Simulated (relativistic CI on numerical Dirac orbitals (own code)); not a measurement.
## What each ingredient does to the levels of Kr33+

Base calculation: Dirac-Coulomb-Breit CI, orbitals from a KLI potential per configuration, model QED (radiative potential, 1s self-energy scaled to tabulated hydrogen-like ionisation energies), unscaled Slater integrals.

Configurations in the expansion (outside the closed core 1s2): 2s, 2p, 3s, 3p, 3d, 4s, 4p, 4d, 4f, 5s, 5p, 5d, 5f, 5g, 6s, 6p, 6d. Levels of other configurations are missing.

The lowest level and the first level of each name with at least 55 % of one term (blank where a level has no safe partner in the second run):

```tsv
Level	Base (eV)	Shift (eV)
2s ²S1/2	0.00	0.00
2p ²P°1/2	71.40	-5.32
2p ²P°3/2	136.32	-70.23
3s ²S1/2	2305.67	-54.39
3p ²P°1/2	2325.49	-55.76
3p ²P°3/2	2344.72	-74.99
3d ²D3/2	2351.89	-74.64
3d ²D5/2	2357.94	-80.68
4s ²S1/2	3101.63	-70.40
4p ²P°1/2	3109.78	-70.93
4p ²P°3/2	3117.88	-79.03
4d ²D3/2	3120.86	-78.90
4d ²D5/2	3123.41	-81.45
4f ²F°5/2	3123.57	-81.44
4f ²F°7/2	3124.84	-82.71
5s ²S1/2	3467.07	-76.60
5p ²P°1/2	3471.19	-76.85
5p ²P°3/2	3475.33	-80.99
5d ²D3/2	3476.85	-80.93
5d ²D5/2	3478.15	-82.23
5f ²F°5/2	3478.24	-82.23
5f ²F°7/2	3478.90	-82.88
```

At this charge energies of transitions that change n are usually good to better than 1 %, and those within a shell (Δn = 0) to a few per cent.

Task: One thing was changed in a second run, which moved the levels as shown. Which?
A. P86 correlation estimate
B. QED terms removed
C. Breit term removed
D. configuration mixing switched off
E. non-relativistic limit

Result: E. Non-relativistic limit. Without relativity the fine structure collapses and s electrons lose their extra binding.
